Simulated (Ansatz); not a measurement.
C₄H₁₂AuPS (`C[S][Au-][P+](C)(C)C`), one more setting.

```yaml
crystal:
  periodic: [false, false, false]
  atoms:
    - {symbol: C, position_ang: [3.933419, -0.448505, 1.387759]}
    - {symbol: S, position_ang: [2.661032, -1.601742, 1.704449]}
    - {symbol: Au, position_ang: [0.893101, -0.756953, 0.703219]}
    - {symbol: P, position_ang: [-0.903727, 0.004116, -0.258005]}
    - {symbol: C, position_ang: [-0.730751, 0.403603, -1.947192]}
    - {symbol: C, position_ang: [-2.250431, -1.103679, -0.235892]}
    - {symbol: C, position_ang: [-1.564074, 1.462442, 0.435290]}
    - {symbol: H, position_ang: [4.123210, -0.351002, 0.363464]}
    - {symbol: H, position_ang: [3.714749, 0.491648, 1.791486]}
    - {symbol: H, position_ang: [4.799141, -0.814046, 1.851081]}
    - {symbol: H, position_ang: [-0.425146, -0.448321, -2.473952]}
    - {symbol: H, position_ang: [-1.632988, 0.757977, -2.348289]}
    - {symbol: H, position_ang: [0.009334, 1.136556, -2.056568]}
    - {symbol: H, position_ang: [-3.089243, -0.689752, -0.710696]}
    - {symbol: H, position_ang: [-1.977361, -1.990539, -0.721249]}
    - {symbol: H, position_ang: [-2.491610, -1.336332, 0.756295]}
    - {symbol: H, position_ang: [-0.846697, 2.224059, 0.388420]}
    - {symbol: H, position_ang: [-1.792281, 1.292808, 1.443180]}
    - {symbol: H, position_ang: [-2.429658, 1.767671, -0.072801]}
basis:
  gaussian: {orbitals: def2-TZVPP, fitting: {mean_field: def2-universal-jkfit}}
hamiltonian: {xc: {name: PBE}}
```

```sh
$ ansatz run in.yaml --threads 4 --pin off --events-out ev --progress --plain --max-ram 66560MiB --backend cuda --devices 0, --max-vram 37GiB
```

Shortened log:

```
Functional definition: PBE
1019 factors; integrals over basis functions are off by at most 1.3e0 eV
mean field evaluation 1: about -28123.0415 eV, gradient 1.1e2 eV
mean field evaluation 2: about -28082.8932 eV, gradient 1.6e2 eV
mean field evaluation 4: about -28151.0013 eV, gradient 1.9e1 eV
mean field evaluation 8: about -28151.6605 eV, gradient 2.0e-1 eV
mean field evaluation 16: about -28151.6607 eV, gradient 4.1e-4 eV
mean field -28151.66066325 eV, -1034.5544474935 hartree, gradient 2.0e-5 eV, S^2 0.000000; 0 other end points of the search recorded, 0 dependent functions left out
reference -28151.66072495 eV, -1034.5544497608 hartree; 43, 43 occupied and 389, 389 virtual orbitals, 1019 factors
Total energy: -28151.66072495 eV, -1034.5544497608 hartree
```

Run time 3.4 s (4 threads of an AMD EPYC 7R13 on a shared host and a share of an NVIDIA H100 80 GB); peak host memory 0.84 GiB.
